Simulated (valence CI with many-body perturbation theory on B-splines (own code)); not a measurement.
## Cs XXV: electric-dipole lines

Computed by configuration interaction combined with many-body perturbation theory (CI+MBPT): three valence electrons over a frozen Dirac-Fock core [Ar] 3d10, radial functions for each j: 11 s, 11 p, 9 d, 7 f, 5 g, 2 h, 1 i, with the one-electron correlation potential Σ1, the two-electron term Σ2, the three-electron term Σ3, Breit, model QED; selected CI, second order for the rest (own B-spline code, finite nucleus).

No measured spectrum was set against this ion. As an estimate, levels hold to about 250 cm⁻¹ or 0.2 % of their energy and the worst to 1 %, as in measured heavy ions of charge 2 to 7; those with d or f electrons hold less well.

Lines 1 to 50 of 271 in falling wavelength, among levels below 2141200 cm⁻¹, chosen from the strongest by gf and those to the six lowest levels. Wavelengths and rates use the calculated energies, so an error of 2000 cm⁻¹ moves a line at 382.4 Å by 0.76 % and its rate by three times that or more. Electric multipoles are in the length gauge, E1 and E2 with the static RPA response of the core. Weak lines are less certain than strong ones. Lines between different terms over intervals too small for the method are left out, as are lines whose strength nearly cancels. The highest levels of a list are the least certain.

Levels are named by their leading jj configuration (3d3/2^4 stands for four electrons in 3d with j = 3/2), which in mixed levels can hold well under half, so a name can repeat and another be missing. Letters in brackets count levels of one name in rising energy.

```tsv
λ vac (Å)	Upper	Lower	A (s⁻¹)	log gf	Branch %
382.4	(4s 4p1/2^2) J=1/2	(4s^2 4p3/2) J=3/2	7.89e+07	-2.46	1.7
294.4	(4p1/2 4p3/2 4d3/2) J=7/2	(4s 4p3/2 4d3/2) J=5/2 [b]	2.06e+09	-0.67	5.4
285.9	(4p1/2 4p3/2 4d5/2) J=7/2 [b]	(4s 4p3/2 4d5/2) J=5/2 [b]	2.12e+09	-0.68	2.2
272.8	(4s 4p1/2 4f7/2) J=9/2	(4s^2 4f7/2) J=7/2	1.62e+09	-0.74	1.3
272.6	(4s 4p1/2 4p3/2) J=3/2 [a]	(4s^2 4p3/2) J=3/2	4.36e+08	-1.71	77.6
267.8	(4p1/2 4p3/2^2) J=5/2	(4s 4p3/2^2) J=3/2	5.01e+09	-0.49	12.1
254.2	(4p1/2 4p3/2 4d5/2) J=9/2	(4s 4p3/2 4d5/2) J=7/2 [b]	3.97e+09	-0.42	9.7
247.9	(4s 4p1/2 4p3/2) J=5/2	(4s^2 4p3/2) J=3/2	3.36e+09	-0.73	100.0
243.7	(4p1/2^2 4p3/2) J=3/2	(4s 4p1/2 4p3/2) J=1/2	5.54e+09	-0.70	7.6
241.8	(4p1/2 4p3/2 4d5/2) J=7/2 [b]	(4s 4p3/2 4d5/2) J=7/2 [c]	3.18e+09	-0.65	3.3
240.1	(4s 4p1/2^2) J=1/2	(4s^2 4p1/2) J=1/2	4.64e+09	-1.10	98.3
239.5	(4p1/2 4p3/2 4d5/2) J=7/2 [b]	(4s 4p3/2 4d3/2) J=5/2 [b]	2.57e+09	-0.75	2.7
237.5	(4p1/2^2 4d5/2) J=5/2	(4s 4p1/2 4d5/2) J=5/2 [b]	4.89e+09	-0.61	6.6
236.7	(4p1/2 4p3/2 4d3/2) J=5/2	(4s 4p3/2 4d3/2) J=5/2 [a]	4.96e+09	-0.60	11.7
233.8	(4p1/2^2 4d3/2) J=3/2	(4s 4p1/2 4d3/2) J=1/2	5.55e+09	-0.74	9.7
230.0	(4p1/2 4p3/2 4d3/2) J=3/2 [a]	(4s 4p3/2 4d3/2) J=3/2	5.66e+09	-0.75	5.9
229.7	(4p1/2 4p3/2 4d3/2) J=7/2	(4s 4p3/2 4d5/2) J=7/2 [a]	3.96e+09	-0.60	10.3
226.9	(4p1/2^2 4p3/2) J=3/2	(4s 4p1/2 4p3/2) J=3/2 [b]	5.59e+09	-0.76	7.7
225.7	(4p1/2 4p3/2^2) J=1/2	(4s 4p3/2^2) J=1/2	1.68e+10	-0.59	17.1
224.8	(4p1/2 4p3/2 4d5/2) J=5/2 [c]	(4s 4p3/2 4d5/2) J=7/2 [c]	8.25e+09	-0.43	3.1
222.6	(4p1/2 4p3/2 4d5/2) J=3/2 [b]	(4s 4p3/2 4d3/2) J=1/2 [b]	6.12e+09	-0.74	4.1
221.6	(4p1/2 4p3/2 4d5/2) J=3/2 [a]	(4s 4p3/2 4d5/2) J=5/2 [a]	1.00e+10	-0.53	6.9
220.7	(4p1/2 4p3/2 4d5/2) J=5/2 [a]	(4s 4p3/2 4d5/2) J=5/2 [a]	6.47e+09	-0.55	4.6
217.5	(4s 4p1/2 4d5/2) J=5/2 [b]	(4s^2 4d3/2) J=3/2	4.21e+09	-0.75	3.7
215.9	(4s 4p1/2 4p3/2) J=3/2 [b]	(4s^2 4p3/2) J=3/2	2.51e+09	-1.15	5.8
211.2	(4p1/2 4p3/2^2) J=3/2	(4s 4p3/2^2) J=5/2	1.25e+10	-0.48	12.1
210.8	(4p1/2 4p3/2 4d5/2) J=9/2	(4s 4p3/2 4d5/2) J=7/2 [a]	4.14e+09	-0.56	10.2
209.3	(4p1/2^2 4d5/2) J=5/2	(4s 4p1/2 4d3/2) J=3/2 [b]	7.05e+09	-0.56	9.5
208.6	(4p1/2 4p3/2^2) J=5/2	(4s 4p3/2^2) J=5/2	1.21e+10	-0.32	29.4
208.4	(4p3/2^2 4d3/2) J=7/2	(4s 4p3/2 4d5/2) J=5/2 [b]	3.89e+09	-0.69	1.5
207.4	(4p1/2^2 4d5/2) J=5/2	(4s 4p1/2 4d5/2) J=5/2 [a]	5.13e+09	-0.70	6.9
206.9	(4p1/2 4p3/2 4d5/2) J=7/2 [a]	(4s 4p3/2 4d5/2) J=9/2	1.69e+10	-0.06	31.8
205.4	(4p1/2 4p3/2 4d5/2) J=5/2 [a]	(4s 4p3/2 4d5/2) J=7/2 [a]	5.45e+09	-0.68	3.9
205.2	(4p1/2^2 4d5/2) J=5/2	(4s 4p1/2 4d5/2) J=7/2	2.06e+10	-0.11	27.6
205.1	(4p1/2^2 4d3/2) J=3/2	(4s 4p1/2 4d3/2) J=5/2	1.79e+10	-0.35	31.1
202.6	(4s 4p1/2 4p3/2) J=1/2	(4s^2 4p3/2) J=3/2	6.31e+09	-1.11	5.1
199.8	(4p1/2^2 4p3/2) J=3/2	(4s 4p1/2 4p3/2) J=5/2	2.72e+10	-0.19	37.3
199.2	(4p1/2 4p3/2 4d5/2) J=9/2	(4s 4p3/2 4d5/2) J=9/2	1.44e+10	-0.07	35.4
195.5	(4p3/2^2 4d5/2) J=9/2	(4s 4p3/2 4d5/2) J=7/2 [c]	1.00e+10	-0.24	21.5
194.6	(4p1/2^2 4d3/2) J=3/2	(4s 4p1/2 4d3/2) J=3/2 [a]	9.71e+09	-0.66	16.9
194.5	(4p1/2 4p3/2 4d5/2) J=5/2 [b]	(4s 4p3/2 4d5/2) J=7/2 [a]	1.63e+10	-0.25	5.3
191.7	(4p1/2 4p3/2 4d3/2) J=3/2 [b]	(4s 4p3/2 4d3/2) J=5/2 [a]	1.37e+10	-0.52	4.2
191.6	(4s 4p1/2 4p3/2) J=3/2 [a]	(4s^2 4p1/2) J=1/2	1.26e+08	-2.56	22.4
191.4	(4p1/2 4p3/2 4d3/2) J=1/2 [b]	(4s 4p3/2 4d3/2) J=3/2	1.66e+10	-0.74	5.3
190.4	(4p3/2^2 4d5/2) J=7/2	(4s 4p3/2 4d5/2) J=7/2 [b]	6.01e+09	-0.58	8.8
188.8	(4p1/2 4p3/2^2) J=3/2	(4s 4p1/2 4p3/2) J=1/2	9.92e+09	-0.67	9.6
188.5	(4p3/2^2 4d5/2) J=9/2	(4s 4p3/2 4d5/2) J=7/2 [b]	7.47e+09	-0.40	16.1
186.2	(4p1/2^2 4p3/2) J=3/2	(4s 4p1/2 4p3/2) J=3/2 [a]	8.81e+09	-0.74	12.1
183.9	(4p3/2^2 4d3/2) J=7/2	(4s 4p3/2 4d5/2) J=7/2 [c]	6.45e+09	-0.58	2.4
182.6	(4p3/2^2 4d3/2) J=7/2	(4s 4p3/2 4d3/2) J=5/2 [b]	6.91e+09	-0.56	2.6
```

Question: How does gf follow from A for the line at 217.5 Å?

Answer: gf = 1.4992 × (2J+1)_upper × A / σ², with σ = 459836 cm⁻¹ and 2J+1 = 6: gf = 0.179.
